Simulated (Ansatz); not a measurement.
Geometry optimisation of C₂H₈SiSn, SMILES `C[SiH]1[CH2][SnH2]1`.

```yaml
crystal:
  periodic: [false, false, false]
  atoms:
    - {symbol: C, position_ang: [-1.744586, 0.985943, 0.378170]}
    - {symbol: Si, position_ang: [-0.009818, 0.750448, -0.313484]}
    - {symbol: C, position_ang: [1.279979, -0.149765, 0.681928]}
    - {symbol: Sn, position_ang: [0.733977, -1.528219, -1.104363]}
    - {symbol: H, position_ang: [-2.474809, 1.176183, -0.433301]}
    - {symbol: H, position_ang: [-2.065329, 0.083680, 0.935231]}
    - {symbol: H, position_ang: [-1.760025, 1.850059, 1.075554]}
    - {symbol: H, position_ang: [0.466959, 1.897932, -1.159090]}
    - {symbol: H, position_ang: [0.984506, -0.570725, 1.660227]}
    - {symbol: H, position_ang: [2.317453, 0.229186, 0.680715]}
    - {symbol: H, position_ang: [0.153128, -2.986819, -0.385136]}
    - {symbol: H, position_ang: [2.195566, -1.793201, -1.982252]}
basis:
  gaussian: {orbitals: def2-TZVP}
hamiltonian: {xc: pbe0, dispersion: d4}
relax: {f_tol: 0.005, max_steps: 150}
```

```sh
$ ansatz run in.yaml --threads 4 --pin off --events-out ev --progress --plain --max-ram 10444MiB
```

Shortened log:

```
Functional definition: PBE0
mean field -15907.65570903 eV, -584.5955647106 hartree, gradient 4.4e-5 eV, S^2 0.000000; 0 other end points of the search recorded, 0 dependent functions left out
relax step   1: F+E_penalty+E_count = -15907.88962630 eV  Δ(F+E_penalty+E_count) = +0.000e0 eV  max|allowed force component| = 5.597e-1 eV/Å  Δτ_max = 0.0000 Å  (29 SCF iters, accepted)
mean field -15907.71213230 eV, -584.5976382275 hartree, gradient 1.0e-5 eV, S^2 0.000000; 0 other end points of the search recorded, 0 dependent functions left out
relax step   2: F+E_penalty+E_count = -15907.94795215 eV  Δ(F+E_penalty+E_count) = -5.833e-2 eV  max|allowed force component| = 1.591e-1 eV/Å  Δτ_max = 0.0577 Å  (32 SCF iters, accepted)
mean field -15907.72130429 eV, -584.5979752919 hartree, gradient 2.5e-5 eV, S^2 0.000000; 0 other end points of the search recorded, 0 dependent functions left out
relax step   3: F+E_penalty+E_count = -15907.95683919 eV  Δ(F+E_penalty+E_count) = -8.887e-3 eV  max|allowed force component| = 1.372e-1 eV/Å  Δτ_max = 0.0465 Å  (30 SCF iters, accepted)
mean field -15907.72288435 eV, -584.5980333579 hartree, gradient 2.3e-5 eV, S^2 0.000000; 0 other end points of the search recorded, 0 dependent functions left out
relax step   4: F+E_penalty+E_count = -15907.95818061 eV  Δ(F+E_penalty+E_count) = -1.341e-3 eV  max|allowed force component| = 6.591e-2 eV/Å  Δτ_max = 0.0225 Å  (32 SCF iters, accepted)
mean field -15907.72336387 eV, -584.5980509802 hartree, gradient 2.3e-5 eV, S^2 0.000000; 0 other end points of the search recorded, 0 dependent functions left out
relax step   5: F+E_penalty+E_count = -15907.95866810 eV  Δ(F+E_penalty+E_count) = -4.875e-4 eV  max|allowed force component| = 2.574e-2 eV/Å  Δτ_max = 0.0066 Å  (32 SCF iters, accepted)
mean field -15907.72337118 eV, -584.5980512486 hartree, gradient 2.3e-5 eV, S^2 0.000000; 0 other end points of the search recorded, 0 dependent functions left out
relax step   6: F+E_penalty+E_count = -15907.95835695 eV  Δ(F+E_penalty+E_count) = +3.112e-4 eV  max|allowed force component| = 6.606e-2 eV/Å  Δτ_max = 0.0240 Å  (31 SCF iters, rejected (line search))
mean field -15907.72364996 eV, -584.5980614936 hartree, gradient 2.3e-5 eV, S^2 0.000000; 0 other end points of the search recorded, 0 dependent functions left out
relax step   7: F+E_penalty+E_count = -15907.95887905 eV  Δ(F+E_penalty+E_count) = -2.109e-4 eV  max|allowed force component| = 1.421e-2 eV/Å  Δτ_max = 0.0120 Å  (32 SCF iters, accepted)
mean field -15907.72373083 eV, -584.5980644656 hartree, gradient 2.3e-5 eV, S^2 0.000000; 0 other end points of the search recorded, 0 dependent functions left out
relax step   8: F+E_penalty+E_count = -15907.95891525 eV  Δ(F+E_penalty+E_count) = -3.620e-5 eV  max|allowed force component| = 6.141e-3 eV/Å  Δτ_max = 0.0071 Å  (32 SCF iters, accepted)
mean field -15907.72374511 eV, -584.5980649904 hartree, gradient 2.1e-5 eV, S^2 0.000000; 0 other end points of the search recorded, 0 dependent functions left out
relax step   9: F+E_penalty+E_count = -15907.95892354 eV  Δ(F+E_penalty+E_count) = -8.289e-6 eV  max|allowed force component| = 3.222e-3 eV/Å  Δτ_max = 0.0036 Å  (23 SCF iters, accepted)
mean field -15907.72374511 eV, -584.5980649904 hartree, gradient 2.1e-5 eV, S^2 0.000000; 1 other end points of the search recorded, 0 dependent functions left out
Total energy: -15907.95896500 eV, -584.6067091620 hartree
Atom 0 at    -1.725905     0.976820     0.374561 Å, force    -0.000592    -0.000434    -0.001023 eV/Å
Atom 1 at    -0.023715     0.715776    -0.339559 Å, force     0.001617     0.003222     0.000609 eV/Å
Atom 2 at     1.264683    -0.146377     0.679793 Å, force    -0.000691     0.000192    -0.000310 eV/Å
Atom 3 at     0.786913    -1.521615    -1.026621 Å, force     0.000518    -0.001062     0.000440 eV/Å
Atom 4 at    -2.452251     1.187177    -0.412672 Å, force    -0.000093     0.000068     0.000065 eV/Å
Atom 5 at    -2.053902     0.088734     0.917873 Å, force    -0.000672     0.000086     0.000425 eV/Å
Atom 6 at    -1.713951     1.820949     1.070219 Å, force     0.000561    -0.000153    -0.000071 eV/Å
Atom 7 at     0.457470     1.867697    -1.145225 Å, force    -0.000472    -0.000985     0.000983 eV/Å
Atom 8 at     0.968272    -0.535764     1.651517 Å, force    -0.000554    -0.000188    -0.000328 eV/Å
Atom 9 at     2.274755     0.255066     0.692818 Å, force     0.000147     0.000089    -0.000195 eV/Å
Atom 10 at     0.140458    -2.976861    -0.427697 Å, force     0.000229    -0.000864     0.000658 eV/Å
Atom 11 at     2.154175    -1.786901    -2.000809 Å, force     0.000002     0.000029    -0.001254 eV/Å
Dipole moment:    -0.198923     0.170714     0.124579 e Å
```

It took 37 s on 4 threads of an Arm Neoverse V1 on a shared host, with 0.54 GiB of host memory at the peak.
